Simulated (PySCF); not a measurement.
**Broadened absorption spectrum of C9H8**

Species: C₉H₈.
Atom-mapped SMILES: `[CH:1]#[C:2][C@:3]12[CH:4]=[CH:5][C@H:6]([CH:7]=[CH:8]1)[CH2:9]2` (hydrogens: H10 on C1; H11 on C4; H12 on C5; H13 on C6; H14 on C7; H15 on C8; H16, H17 on C9)

Computed, not measured: TDDFT CAM-B3LYP/def2-SVPD, vertical, gas phase, core orbitals frozen in the response in PySCF. Geometry: GFN2-xTB; no solvent, vibrations or thermal averaging.

Computed states:

```tsv
state	E (eV)	f
S1	5.15	0.0001
S2	6.13	0.031
S3	6.62	0.0000
S4	6.67	0.016
S5	6.74	0.0032
S6	6.86	0.0019
S7	6.86	0.0014
S8	6.95	0.017
```

Broadening: Gaussians 0.3 eV wide at half height, area fixed by f = 4.319×10⁻⁹ ∫ε dν̃. The cross-section is σ = 3.8235×10⁻²¹ ε cm², given in Mb (10⁻¹⁸ cm²). The width is an assumption, not a result. The curve ends short of the highest state used, and states not computed would add to its high-energy end.

Problem. What does the envelope look like, and where are its maxima?

Solution. 
| λ (nm) | σ (Mb) |
| --- | --- |
| 195.1 | 2.57 |
| 196.4 | 4.01 |
| 197.6 | 5.77 |
| 198.9 | 7.81 |
| 200.1 | 9.44 |
| 201.4 | 10.53 |
| 202.6 | 10.67 |
| 203.9 | 9.88 |
| 205.1 | 8.49 |
| 206.4 | 6.63 |
| 207.6 | 4.89 |
| 208.9 | 3.25 |
| 210.1 | 2.08 |
| 211.4 | 1.19 |
| 212.6 | 0.67 |
| 213.9 | 0.33 |
| 215.1 | 0.17 |
| 216.4 | 0.07 |
| 217.6 | 0.03 |
| 218.8 | 0.01 |
| 220.1 | 0.01 |
| 221.3 | 0.00 |
| 222.6 | 0.00 |
| 223.8 | 0.00 |
| 225.1 | 0.00 |
| 226.3 | 0.00 |
| 227.6 | 0.00 |
| 228.8 | 0.00 |
| 230.1 | 0.01 |
| 231.3 | 0.01 |
| 232.6 | 0.01 |
| 233.8 | 0.02 |
| 235.1 | 0.02 |
| 236.3 | 0.02 |
| 237.6 | 0.03 |
| 238.8 | 0.03 |
| 240.1 | 0.03 |
| 241.3 | 0.03 |
| 242.6 | 0.03 |
| 243.8 | 0.03 |
| 245.1 | 0.02 |
| 246.3 | 0.02 |
| 247.5 | 0.02 |
| 248.8 | 0.01 |
| 250.0 | 0.01 |
| 251.3 | 0.01 |
| 252.5 | 0.01 |
| 253.8 | 0.00 |
| 255.0 | 0.00 |
| 256.3 | 0.00 |
| 257.5 | 0.00 |
| 258.8 | 0.00 |
| 260.0 | 0.00 |
| 261.3 | 0.00 |
| 262.5 | 0.00 |
| 263.8 | 0.00 |

Maxima: 241 nm (5.15 eV), ε about 8.1, made up of S1 (100%); 202 nm (6.13 eV), ε about 2800, made up of S2 (100%) (ε in L mol⁻¹ cm⁻¹; maxima over ε = 5, shares over 10%).

Problem. On this curve, what absorbance would a 10⁻³ mol/L sample give at 248 nm over a 1 cm path?

Solution. 248 nm is 4.999 eV, where ε is about 4 L mol⁻¹ cm⁻¹, so A = ε c l ≈ 0.004 (Beer–Lambert, with the gas-phase spectrum and the assumed width).

Problem. What would ε be at 6.13 eV, the highest of these maxima, with half the width (0.15 eV)?

Solution. About 5600 L mol⁻¹ cm⁻¹ against 2800, a factor of about 2.00; a lone state at its own centre would give exactly 2.

Problem. Coming from long wavelengths, where does ε first pass 100 L mol⁻¹ cm⁻¹?

Solution. At about 214 nm (5.80 eV), 0.65 eV above S1.
